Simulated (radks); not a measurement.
Values are calculated unless marked as measured or tabulated.
Problem. The mean radii <r> (bohr) of the occupied orbitals of an atom or ion are listed with their occupations. Level of theory: Dirac Kohn-Sham, PBE, spin-unpolarised, spherical densities, finite nucleus; Fermi nuclear charge, rms radius of each element as measured or else 0.836 A^(1/3) + 0.57 fm (a radial shooting solver on a logarithmic mesh with Libxc functionals).

orbital  occ.     <r>
1s1/2       2  0.1579
2s1/2       2  0.8639
2p1/2       2  0.8821
2p3/2       3  0.8842

Name the element and its charge. Open shells, if any, fill j = l - 1/2 first.

Solution. Z = 10, neon, charge +1: Ne+ in [He] 2s2 2p5. The 1s radius gives Z: for a bare nucleus <r> = (2 gamma + 1)/(2Z) with gamma = sqrt(1 - (Z/c)^2), 0.1497 bohr for Z = 10, and screening makes it slightly larger (0.1579 here). The occupations add up to 9, and the charge is Z minus that.
